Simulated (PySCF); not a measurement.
**Ar: excitation energy**

Ar [Ar] (1S) → Ar [Ne] 3s2 3p5 4s1 (3P), as a difference of total energies. All numbers are calculated (PySCF 2.14, the non-relativistic Hamiltonian (point nucleus), in aug-cc-pV(Q+d)Z with one added diffuse shell each of s, p, d, f, g type (8s7p6d4f3g, 114 functions)). Correlated levels: valence: [Ne] frozen. The calculations carry no spin-orbit coupling.

```csv
method,excitation energy (eV)
UHF,10.677
LDA,11.602
PBE,11.395
PBE0,11.479
r2SCAN,11.650
r2SCANh,11.631
r2SCAN0,11.602
CAM-B3LYP,11.544
MP2 (valence),11.695
SCS-MP2 (valence),11.676
```

Q: How much does correlation contribute at MP2 (valence)?

A: 11.695 − (10.677) = 1.018 eV, measured against UHF.

A first-order spin-orbit estimate (lowest level to lowest level, LS coupling) adds -0.055 eV.

The promoted electron is Rydberg-like, and one or two diffuse shells describe it only roughly, which tends to raise the upper state.
